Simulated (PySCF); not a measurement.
CH₆O₂Si.
Z-matrix (Å and degrees, PBE0-D3(BJ)/def2-SVP geometry), rows numbered from 1:
```
C 
Si  1  1.8497
O   2  1.6646  1  106.45
O   2  1.6651  1  107.08  3   120.95
H   1  1.1002  2  110.88  3    60.83
H   1  1.1001  2  111.05  3  -178.16
H   1  1.1010  2  109.77  3   -58.51
H   2  1.4993  1  113.74  3  -119.58
H   3  0.9603  2  117.81  1  -170.35
H   4  0.9601  2  117.65  1   163.55
```

Method used: PySCF 2.14.0, PBE0-D3(BJ)/def2-SVP geometry optimisation, gas phase.

Masses are those of the commonest isotopes; rigid-rotor values at the optimised geometry. The values belong to one conformer with, in the numbering `[CH3:1][SiH:2]([OH:3])[OH:4]`, C1–Si2–O3–H -170°, C1–Si2–O4–H 164°.

(1) Give the principal moments of inertia and the rotational constants in MHz.

(2) What kind of rotor is it?

(3) What does the inertial defect say?

(4) Give the other two planar moments, Paa and Pbb, and the rms extents of the mass along the axes.

(5) Give the coordinates in the principal-axis frame, origin at the centre of mass.

(6) Which types of transition are allowed, and where do some lines up to J = 5 fall?

## Answers

(1) Ia = 79.79, Ib = 82.71, Ic = 140.09 u·Å²; 505379 MHz·u·Å²/I gives A = 6334, B = 6110, C = 3607 MHz.

(2) An asymmetric top. Ray's parameter κ = (2B − A − C)/(A − C) = 0.836; −1 is the prolate and +1 the oblate limit.

(3) Not planar: Δ = Ic − Ia − Ib = -22.41 u·Å². For a rigid frame Δ = −2 Σ m c², so Σ m c² = 11.20 u·Å² lies off the ab plane: 5.13 from hydrogen and 6.07 from heavier atoms. The atom farthest from that plane is 1.83 Å away.

(4) Paa = Σ m a² = (Ib + Ic − Ia)/2 = 71.51 and Pbb = Σ m b² = (Ia + Ic − Ib)/2 = 68.59 u·Å². With the mass M = 78.01 u, the rms extents √(P/M) along a, b and c are 0.96, 0.94, 0.38 Å.

(5) The sense of each axis is arbitrary; atoms in the order of the calculation.
| atom | mass (u) | a (Å) | b (Å) | c (Å) |
| --- | --- | --- | --- | --- |
| C1 | 12.000 | -1.728 | 0.202 | -0.181 |
| Si2 | 27.977 | 0.033 | -0.001 | 0.347 |
| O3 | 15.995 | 0.543 | -1.463 | -0.264 |
| O4 | 15.995 | 0.881 | 1.290 | -0.273 |
| H5 | 1.008 | -2.355 | -0.607 | 0.223 |
| H6 | 1.008 | -2.134 | 1.166 | 0.158 |
| H7 | 1.008 | -1.794 | 0.167 | -1.280 |
| H8 | 1.008 | 0.219 | -0.013 | 1.834 |
| H9 | 1.008 | 1.392 | -1.800 | 0.030 |
| H10 | 1.008 | 1.747 | 1.474 | 0.098 |

(6) The dipole components are |μa| = 1.59 D, |μb| = 0.11 D, |μc| = 1.25 D. Intensities carry the squares of the components, which stand as 1.00 : 0.00 : 0.61 (a : b : c). Some lines, for components of 0.1 D or more:

```csv
type,branch,"J(Ka,Kc)",MHz,lower level (cm⁻¹)
c,Q,"5(4,2) ← 5(3,2)",480,5.863
c,Q,"2(2,1) ← 2(1,1)",670,1.147
a,Q,"4(4,0) ← 4(4,1)",1673,4.102
a,Q,"2(2,0) ← 2(2,1)",2294,1.169
a,Q,"1(1,0) ← 1(1,1)",2503,0.332
c,Q,"5(5,1) ← 5(4,1)",3335,6.087
b,Q,"3(3,0) ← 3(2,1)",3347,2.381
b,Q,"5(5,0) ← 5(4,1)",4662,6.087
b,Q,"5(4,1) ← 5(3,2)",6714,5.863
b,R,"1(1,1) ← 0(0,0)",9941,0.000
a,Q,"5(3,2) ← 5(3,3)",12715,5.439
b,Q,"3(2,2) ← 3(1,3)",13082,1.705
b,R,"2(1,2) ← 1(0,1)",17156,0.324
a,Q,"4(1,3) ← 4(1,4)",18274,2.755
a,Q,"5(1,4) ← 5(1,5)",23502,4.046
b,Q,"5(2,4) ← 5(1,5)",23503,4.046
b,R,"3(3,1) ← 2(2,0)",35383,1.246
b,R,"4(1,3) ← 3(2,2)",36664,2.142
b,R,"4(3,2) ← 3(2,1)",42605,2.381
b,R,"5(2,4) ← 4(1,3)",43915,3.365
c,R,"4(3,1) ← 3(2,1)",49360,2.381
c,R,"4(4,1) ← 3(3,1)",50251,2.426
b,R,"5(3,2) ← 4(4,1)",52787,4.102
a,R,"5(4,1) ← 4(4,0)",57829,4.158
b,R,"5(5,1) ← 4(4,0)",61164,4.158
c,R,"5(4,1) ← 4(3,1)",61731,4.028
c,R,"5(1,4) ← 4(0,4)",62189,2.755
```

Not checked by PBE0-D3(BJ)/def2-SVP frequencies. Constants of a rigid frame at the computed geometry: no zero-point averaging, no centrifugal distortion. A rigid rotor knows nothing of internal rotation, which can split or shift real lines.
